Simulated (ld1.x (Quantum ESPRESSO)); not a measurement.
## Building the ultrasoft potential for Mg (Z = 12) (PBEsol, scalar-relativistic).

* Element: magnesium
* Generator: ld1.x (Quantum ESPRESSO) 7.5
* Type: ultrasoft
* Functional: PBEsol
* Relativity: scalar-relativistic
* Frozen core: [He] 2s2
* Valence charge: 8
* Reference configuration: 2p6 3s2 3p0
* Partial waves: 3s (bound): rcut 1.80, rcutus 2.25 bohr; 3s channel at 2.7 Ry: rcut 1.80, rcutus 2.25 bohr; 2p (bound): rcut 1.15, rcutus 1.55 bohr; 3p (bound, empty): rcut 1.15, rcutus 1.55 bohr; 3d channel at 0.05 Ry: rcut 1.60, rcutus 1.95 bohr
* Local potential: all-electron potential smoothed inside 1.20 bohr (lloc = -1)
* Core correction: Bessel-smoothed model core inside 1.45 bohr
* Augmentation charge: PSQ, radius 1.15 bohr

Poles of the logarithmic derivatives, all-electron (AE) and pseudo (PS). s: poles at 1.9 (AE) and 1.9, 4.5 (PS) Ry. p: poles at -3.4, 2.7 (AE) and -3.4, 2.6 (PS) Ry. d: poles at 3.1 (AE) and 3.2 (PS) Ry. Test radius 2.45 bohr.

* Cutoffs needed: 30 Ry and 55 Ry (the cutoffs (Ry, on a coarse ladder) from which the occupation-weighted sum of valence levels, in a spherical-Bessel basis at the reference potential, stays within 10 and 1 mRy of its value at 400 Ry) The cutoffs count occupied waves only; the empty 3p level needs 45 Ry at the loose tolerance.
* Ghost test: no extra level below or beside the all-electron valence levels (s, p, d, f tested) (spherical-Bessel basis up to 400 Ry, 20 bohr box)
* Configuration tests: test run stopped at test 1 of 7 (negative rho)
* Lowest eigenvalue of the overlap operator: 0.11 (p channel)
* Density cutoff estimated by the generator: 299 Ry
